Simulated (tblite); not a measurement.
C₅H₁₁BO.
Atom-mapped SMILES: `[CH3:1][O:2][B:3]1[CH2:4][CH2:5][CH2:6][CH2:7]1` (hydrogens: H8, H9, H10 on C1; H11, H12 on C4; H13, H14 on C5; H15, H16 on C6; H17, H18 on C7)

Computed with GFN2-xTB (tblite), gas phase: L-BFGS steps from a force-field or distance-geometry start until the largest atomic force falls under 0.01 eV/Å.

Step 37: E = -588.9741 eV
```
atom  x, y, z in Å  |  force x, y, z in eV/Å
C1      2.8975   -0.5103   -0.0565   -0.066   0.034   0.065
O2      1.7839    0.2228   -0.4874   -0.070   0.012  -0.092
B3      0.5169    0.1877   -0.1061    0.087   0.100   0.018
C4     -0.3561   -0.6703    0.9269    0.047  -0.030  -0.062
C5     -1.7222   -0.6642    0.2262   -0.012   0.003   0.022
C6     -1.8832    0.7708   -0.2671   -0.040   0.047   0.035
C7     -0.5094    1.1915   -0.8052   -0.025  -0.028  -0.028
H8      3.4817    0.1505    0.5878    0.137  -0.163   0.078
H9      3.4874   -0.7750   -0.9354    0.040   0.010  -0.014
H10     2.6243   -1.4229    0.4767   -0.043   0.029   0.100
H11    -0.4375   -0.0784    1.8455   -0.024  -0.129   0.017
H12    -0.0658   -1.6791    1.2146    0.155  -0.003  -0.066
H13    -2.5421   -0.9641    0.8783   -0.012  -0.021   0.058
H14    -1.6985   -1.3447   -0.6269    0.016  -0.041   0.013
H15    -2.1384    1.3895    0.5914   -0.078   0.133   0.036
H16    -2.6724    0.8703   -1.0083   -0.082  -0.012  -0.046
H17    -0.3103    2.2373   -0.5773    0.027   0.040  -0.075
H18    -0.4649    1.0949   -1.8887   -0.056   0.021  -0.059
```

Step 38: E = -588.9845 eV
```
atom  x, y, z in Å  |  force x, y, z in eV/Å
C1      2.8898   -0.5149   -0.0447   -0.088   0.089  -0.059
O2      1.7832    0.2249   -0.4920    0.027   0.010  -0.070
B3      0.5161    0.2014   -0.1131    0.106  -0.082   0.006
C4     -0.3444   -0.6697    0.9190   -0.056   0.001  -0.089
C5     -1.7178   -0.6649    0.2255   -0.040  -0.011   0.041
C6     -1.8836    0.7753   -0.2686   -0.107  -0.082   0.081
C7     -0.5130    1.1938   -0.8164   -0.058  -0.017   0.058
H8      3.4764    0.1492    0.5929    0.114  -0.174   0.128
H9      3.4847   -0.7813   -0.9216    0.014  -0.026   0.020
H10     2.6061   -1.4246    0.4893   -0.025   0.079   0.084
H11    -0.4263   -0.0897    1.8439   -0.027  -0.098   0.037
H12    -0.0396   -1.6773    1.1982    0.119   0.007  -0.098
H13    -2.5353   -0.9670    0.8839    0.047   0.033   0.039
H14    -1.7059   -1.3570   -0.6229    0.050   0.086   0.053
H15    -2.1336    1.3985    0.5925   -0.054   0.040  -0.041
H16    -2.6834    0.8699   -1.0032    0.005  -0.008   0.006
H17    -0.3057    2.2328   -0.5752    0.007   0.145  -0.102
H18    -0.4769    1.1068   -1.8988   -0.034   0.009  -0.097
```

Step 39: E = -588.9909 eV
```
atom  x, y, z in Å  |  force x, y, z in eV/Å
C1      2.8819   -0.5170   -0.0369   -0.059   0.048  -0.079
O2      1.7832    0.2232   -0.5025    0.085   0.035  -0.049
B3      0.5172    0.2079   -0.1227    0.041  -0.147  -0.022
C4     -0.3353   -0.6690    0.9099   -0.092   0.012  -0.053
C5     -1.7149   -0.6659    0.2256   -0.037  -0.004   0.047
C6     -1.8855    0.7770   -0.2676   -0.094  -0.122   0.089
C7     -0.5168    1.1951   -0.8245   -0.068   0.023   0.058
H8      3.4690    0.1463    0.6003    0.094  -0.139   0.148
H9      3.4857   -0.7893   -0.9060    0.003  -0.053   0.023
H10     2.5905   -1.4221    0.5039   -0.019   0.114   0.041
H11    -0.4160   -0.0965    1.8395   -0.019  -0.088   0.037
H12    -0.0179   -1.6749    1.1828    0.081   0.012  -0.113
H13    -2.5285   -0.9690    0.8898    0.072   0.050   0.032
H14    -1.7087   -1.3630   -0.6202    0.051   0.139   0.060
H15    -2.1282    1.4031    0.5960   -0.047  -0.019  -0.088
H16    -2.6923    0.8705   -0.9968    0.050  -0.010   0.037
H17    -0.3038    2.2310   -0.5726   -0.014   0.148  -0.129
H18    -0.4885    1.1190   -1.9094   -0.027   0.002  -0.038
```

Step 40: E = -588.9996 eV
```
atom  x, y, z in Å  |  force x, y, z in eV/Å
C1      2.8703   -0.5208   -0.0267    0.041   0.017  -0.078
O2      1.7826    0.2146   -0.5242    0.128   0.076   0.013
B3      0.5178    0.2158   -0.1390   -0.018  -0.172  -0.063
C4     -0.3237   -0.6673    0.8961   -0.082   0.011   0.001
C5     -1.7108   -0.6673    0.2267   -0.008   0.013   0.046
C6     -1.8892    0.7779   -0.2636   -0.032  -0.113   0.052
C7     -0.5246    1.2002   -0.8357   -0.053   0.024   0.078
H8      3.4563    0.1411    0.6157    0.021  -0.098   0.109
H9      3.4925   -0.8050   -0.8801   -0.032  -0.068   0.041
H10     2.5709   -1.4168    0.5263   -0.042   0.120  -0.012
H11    -0.4031   -0.1090    1.8336    0.000  -0.054   0.049
H12     0.0168   -1.6701    1.1573    0.007   0.017  -0.133
H13    -2.5179   -0.9708    0.8986    0.080   0.051   0.036
H14    -1.7096   -1.3684   -0.6158    0.032   0.171   0.035
H15    -2.1213    1.4076    0.6026   -0.045  -0.078  -0.122
H16    -2.7045    0.8727   -0.9850    0.081  -0.022   0.063
H17    -0.3068    2.2343   -0.5753   -0.039   0.127  -0.135
H18    -0.5046    1.1375   -1.9230   -0.039  -0.021   0.021
```

**Question.** Estimate the geometry and energy of step 41. (The exact step hangs on the optimiser's Hessian estimate; all steps are aligned on step 40, rigid shifts and turns removed.)

**Answer.** E = -589.0062 eV, largest force 0.165 eV/Å
```
atom  x, y, z in Å  |  force x, y, z in eV/Å
C1      2.8634   -0.5215   -0.0221    0.097  -0.050  -0.009
O2      1.7839    0.2120   -0.5329    0.085   0.139   0.025
B3      0.5187    0.2190   -0.1478   -0.079  -0.113  -0.071
C4     -0.3183   -0.6668    0.8885   -0.024   0.009   0.052
C5     -1.7092   -0.6677    0.2292    0.028   0.031   0.040
C6     -1.8921    0.7771   -0.2607    0.045  -0.060   0.001
C7     -0.5298    1.2039   -0.8406   -0.004   0.031   0.045
H8      3.4526    0.1316    0.6257   -0.005  -0.019   0.099
H9      3.4927   -0.8122   -0.8657   -0.010  -0.099  -0.008
H10     2.5585   -1.4111    0.5383   -0.060   0.087  -0.042
H11    -0.3974   -0.1215    1.8334    0.026  -0.035   0.036
H12     0.0402   -1.6673    1.1375   -0.057   0.010  -0.133
H13    -2.5111   -0.9696    0.9062    0.059   0.034   0.049
H14    -1.7093   -1.3690   -0.6112    0.005   0.150  -0.005
H15    -2.1203    1.4110    0.6027   -0.050  -0.093  -0.094
H16    -2.7092    0.8721   -0.9791    0.065  -0.035   0.050
H17    -0.3095    2.2404   -0.5824   -0.067   0.055  -0.124
H18    -0.5128    1.1458   -1.9304   -0.054  -0.041   0.088
```

The energy changes by -0.0067 eV. The first-order estimate −F·Δx gives -0.0092 eV and the mean of the old and new forces, exact on a quadratic surface, -0.0067 eV. The step makes an angle of 71° with the force vector and moves no atom by more than 0.031 Å.

What follows is the cost of the whole relaxation. On an Intel Xeon Platinum 8375C at 2.90 GHz with one thread, shared host, this took 0.62 s.
